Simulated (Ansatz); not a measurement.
Calculated with Ansatz (gas phase, PBE0-D4/def2-TZVP geometries, no zero-point term in ΔE). CCSD(T)/CBS is the MP2 limit (def2-TZVPP, def2-QZVPP) plus CCSD(T) − MP2 in def2-TZVPP, frozen cores. This one scheme is used for every species. Functionals use def2-TZVPP. Triplets are unrestricted, without spin–orbit coupling. One conformer a species, not always the lowest.

Reaction (formal loss of a carbene): `CCSCc1ccccc1` → `[CH2]` (triplet) + `CCSc1ccccc1`

`CCSCc1ccccc1`:

Cartesian coordinates in Å:
```
C 0.261 -2.343 0.340
C 1.640 -1.899 -0.111
S 2.386 -0.587 0.889
C 1.806 0.901 0.032
C 0.319 1.056 -0.024
C -0.355 0.952 -1.235
C -1.738 1.054 -1.289
C -2.464 1.267 -0.129
C -1.798 1.383 1.085
C -0.420 1.275 1.136
H 0.285 -2.677 1.379
H -0.466 -1.535 0.263
H -0.088 -3.177 -0.278
H 1.634 -1.566 -1.152
H 2.347 -2.730 -0.054
H 2.264 1.721 0.592
H 2.230 0.918 -0.975
H 0.211 0.785 -2.146
H -2.248 0.964 -2.242
H -3.544 1.346 -0.168
H -2.359 1.554 1.997
H 0.096 1.338 2.089
```

`[CH2]` (triplet):

Z-matrix (Å, degrees):
```
C
H 1 1.079
H 1 1.079 2 134.9
```

`CCSc1ccccc1`:

Cartesian coordinates in Å:
```
C 0.646 2.041 1.777
C 0.713 2.370 0.299
S -0.692 1.775 -0.660
C -0.512 0.028 -0.646
C 0.673 -0.641 -0.354
C 0.724 -2.025 -0.410
C -0.394 -2.761 -0.766
C -1.576 -2.096 -1.064
C -1.639 -0.716 -0.998
H 0.630 0.963 1.945
H -0.255 2.463 2.224
H 1.516 2.452 2.299
H 0.683 3.451 0.139
H 1.641 2.019 -0.159
H 1.565 -0.090 -0.085
H 1.655 -2.530 -0.175
H -0.348 -3.843 -0.810
H -2.461 -2.658 -1.341
H -2.570 -0.203 -1.216
```

```
             level  ΔE (kJ/mol)
            PBE-D4        439.1
         revPBE-D4        427.1
          BHLYP-D4        419.8
          PBE-QIDH        431.4
RPA@PBE/def2-TZVPP        422.7
CCSD(T)/def2-TZVPP        427.8
     HF/def2-QZVPP        289.8
     MP2/CBS(def2)        451.3
```

(1) What does CCSD(T)/CBS give? (Estimate.)

Largest T1 diagnostic among the species: 0.011.

Answers

(1) The calculation gave: +438.5 kJ/mol. The listed levels differ from it by 0.6, -11.4, -18.7, -7.1, -15.8, -10.7, -148.7, 12.8 kJ/mol.

Leaving LDA and LC-ωPBE aside and taking each functional with its dispersion term where it has one, the values, not all of them listed here, spread over 40.5 kJ/mol, from r2SCAN0-D4 to ωB97X-V. LDA lies +75.2 kJ/mol from PBE without D4. In def2-TZVPP, CCSD(T) changes the Hartree–Fock value by +137.9 kJ/mol (the triples alone add +10.7 kJ/mol) and MP2 by +150.8 kJ/mol.
